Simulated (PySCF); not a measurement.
# `c1c(N(C)C)[se]c(=O)o1`, C5H7NO2Se

Molfile (atoms numbered from 1):
```
C5H7NO2Se
     RDKit          3D

 16 16  0  0  0  0  0  0  0  0999 V2000
   -1.6130   -1.0337    0.0977 C   0  0  0  0  0  0  0  0  0  0  0  0
   -0.8095    0.1402   -0.1553 N   0  0  0  0  0  0  0  0  0  0  0  0
   -1.4786    1.4022    0.0628 C   0  0  0  0  0  0  0  0  0  0  0  0
    0.5255    0.0557    0.1268 C   0  0  0  0  0  0  0  0  0  0  0  0
    1.2140   -1.0183    0.5604 C   0  0  0  0  0  0  0  0  0  0  0  0
    2.5860   -0.9263    0.6289 O   0  0  0  0  0  0  0  0  0  0  0  0
    3.1273    0.2162    0.2765 C   0  0  0  0  0  0  0  0  0  0  0  0
    4.2904    0.4752    0.2747 O   0  0  0  0  0  0  0  0  0  0  0  0
    1.7443    1.4827   -0.2689 Se  0  0  0  0  0  2  0  0  0  0  0  0
   -2.5991   -0.8769   -0.3359 H   0  0  0  0  0  0  0  0  0  0  0  0
   -1.1532   -1.8946   -0.3842 H   0  0  0  0  0  0  0  0  0  0  0  0
   -1.7263   -1.2429    1.1680 H   0  0  0  0  0  0  0  0  0  0  0  0
   -1.7094    1.5731    1.1212 H   0  0  0  0  0  0  0  0  0  0  0  0
   -2.4066    1.4141   -0.5077 H   0  0  0  0  0  0  0  0  0  0  0  0
   -0.8401    2.2131   -0.2927 H   0  0  0  0  0  0  0  0  0  0  0  0
    0.8407   -1.9708    0.8838 H   0  0  0  0  0  0  0  0  0  0  0  0
  1  2  1  0
  2  3  1  0
  2  4  1  0
  4  5  2  0
  5  6  1  0
  6  7  1  0
  7  8  2  0
  7  9  1  0
  9  4  1  0
  1 10  1  0
  1 11  1  0
  1 12  1  0
  3 13  1  0
  3 14  1  0
  3 15  1  0
  5 16  1  0
M  END
```

Theory: PySCF 2.14.0, GIAO KT3/pcSseg-1 magnetisability, rotational g tensor and spin-rotation constants, non-relativistic, gas phase. Geometry: GFN2-xTB.

The calculation is non-relativistic, which matters for the atoms heavier than Zn.

(1) Give the nuclear spin-rotation constants along the inertial axes (H = +C I·J) beside the isotropic shieldings.

Answers

(1) Rotational constants 2.3165, 0.8999, 0.6611 GHz. A star marks the isotopologue with that one atom substituted, in its own axes.
| atom | isotope | Caa (kHz) | Cbb (kHz) | Ccc (kHz) | mean (kHz) | σ (ppm) |
| --- | --- | --- | --- | --- | --- | --- |
| N2 | 14N | 0.110 | 0.071 | 0.035 | 0.072 | 190.6 |
| H10 | 1H | 0.035 | -0.080 | -0.068 | -0.038 | 29.1 |
| H11 | 1H | -0.193 | -0.035 | -0.035 | -0.087 | 29.0 |
| H12 | 1H | -0.235 | -0.073 | 0.002 | -0.102 | 29.3 |
| H13 | 1H | -0.234 | -0.096 | 0.025 | -0.102 | 28.9 |
| H14 | 1H | 0.016 | -0.087 | -0.056 | -0.042 | 29.0 |
| H15 | 1H | -0.075 | -0.024 | -0.075 | -0.058 | 28.8 |
| H16 | 1H | -0.129 | 0.044 | -0.080 | -0.055 | 26.0 |
| C1 | 13C* | 0.415 | 0.147 | 0.123 | 0.228 | 145.2 |
| C4 | 13C* | 0.966 | 0.309 | 0.162 | 0.479 | 42.0 |
| C5 | 13C* | 0.759 | 0.263 | 0.143 | 0.388 | 78.4 |
| O6 | 17O* | -0.873 | -0.187 | -0.145 | -0.402 | 68.7 |
| C7 | 13C* | 0.666 | 0.433 | 0.212 | 0.437 | 21.8 |
| O8 | 17O* | -1.216 | -0.436 | -0.109 | -0.587 | -80.4 |
| Se9 | 77Se* | 3.967 | 2.254 | 1.000 | 2.407 | 1373.0 |

For the geometry as given, no vibrational averaging.
